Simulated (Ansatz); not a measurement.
A nudged elastic band was laid between two geometries of FH₄NOSn (8 atoms, charge 0, multiplicity 1).

The calculation used Ansatz, RKS LDA/def2-SVP.

```yaml
movable_images: 5
climbing_image: yes
spring: 5.0 eV/Å²
optimiser: quadratic models (default)
start_path: through a guess of the saddle point
force_threshold: 0.05 eV/Å
iteration_limit: 60
end_points: relaxed
```

Image 0:

```xyz
8
Properties=species:S:1:pos:R:3
N -0.660 1.426 0.055
Sn 0.303 -0.292 0.403
O 1.319 -0.613 -1.251
F -0.875 -1.842 0.454
H -1.343 1.696 0.774
H -1.112 1.440 -0.869
H 1.203 -0.311 1.858
H 1.256 -1.562 -1.480
```

Image 6:

```xyz
8
Properties=species:S:1:pos:R:3
N -0.390 0.952 0.377
Sn 0.170 -1.206 0.933
O 1.327 -0.609 -0.645
F -1.518 -1.360 -0.128
H -0.435 1.833 0.903
H -1.297 0.671 -0.043
H 0.342 0.935 -0.373
H 1.892 -1.273 -1.080
```

Which bonds break or form, and what moves?

Bonds broken: Sn2–H7. Bonds formed: N1–H7.

Give the energies along the band, and the barrier.

It converged. The highest image is number 2 of 0 to 6, 31.0 kcal/mol above the first end and 71.2 kcal/mol above the last; the last end lies 40.2 kcal/mol below the first. Neighbouring images differ by up to 2.4 eV, so the band resolves the path poorly. A vibrational analysis at the climbing image gives one clearly imaginary mode, 986i cm⁻¹: a first-order saddle point. The orbitals stay closed-shell, which can raise the energy where a bond breaks towards radicals; this wasn't checked here.

| image | path coordinate (Å) | energy (kcal/mol) | Sn2–H7 (Å) | N1–H7 (Å) |
| --- | --- | --- | --- | --- |
| 0 | 0.00 | 0.0 | 1.71 | 3.12 |
| 1 | 1.24 | 2.1 | 1.71 | 3.29 |
| 2 | 2.48 | 31.0 | 1.76 | 3.61 |
| 3 | 4.04 | -24.9 | 2.62 | 4.06 |
| 4 | 5.60 | -28.5 | 2.87 | 3.14 |
| 5 | 7.16 | -33.7 | 2.26 | 1.51 |
| 6 | 8.72 | -40.2 | 2.51 | 1.05 |

What is the geometry of the highest image?


```xyz
8
Properties=species:S:1:pos:R:3:forces:R:3
N -0.900 1.394 -0.119 0.00 0.00 0.00
Sn 0.067 -0.217 0.625 0.00 0.00 0.00
O 1.694 -0.668 -0.608 0.00 0.00 0.00
F -1.195 -1.587 0.059 0.00 0.00 0.00
H -0.902 2.219 0.496 0.00 0.00 0.00
H -1.873 1.147 -0.356 0.00 0.00 0.00
H 1.631 -0.903 1.046 0.00 0.00 0.00
H 1.571 -1.444 -1.200 0.00 0.00 0.00
```

Run time: 2.7 min on 2 threads of Arm Neoverse V1, with other jobs on the host, peak memory 0.12 GiB.
